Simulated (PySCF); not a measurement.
Pb(H)(NH2) (H3NPb), SMILES [NH2][PbH] (connectivity only; charge and spin as stated), neutral, multiplicity 1.

Geometry optimised at B3LYP-D3(BJ)/def2-TZVP. The def2 effective core potentials stand for the cores of Pb; spin–orbit coupling is left out.

Method: r2SCAN/def2-TZVPD (PySCF).

Symmetry labels are those of the subgroup Cs that the program uses (full group Cs).

Problem. List the valence orbital energies around the gap with their symmetry. (Estimate from the structure and the level; the computed values follow.)

Solution. 
```tsv
orbital	symmetry	energy (eV)
HOMO−7	A"	-21.38
HOMO−6	A'	-21.17
HOMO−5	A'	-20.49
HOMO−4	A'	-12.88
HOMO−3	A'	-11.78
HOMO−2	A'	-7.94
HOMO−1	A"	-6.04
HOMO	A'	-5.93
LUMO	A"	-2.52
LUMO+1	A'	-0.46
LUMO+2	A'	0.41
LUMO+3	A'	1.14
```
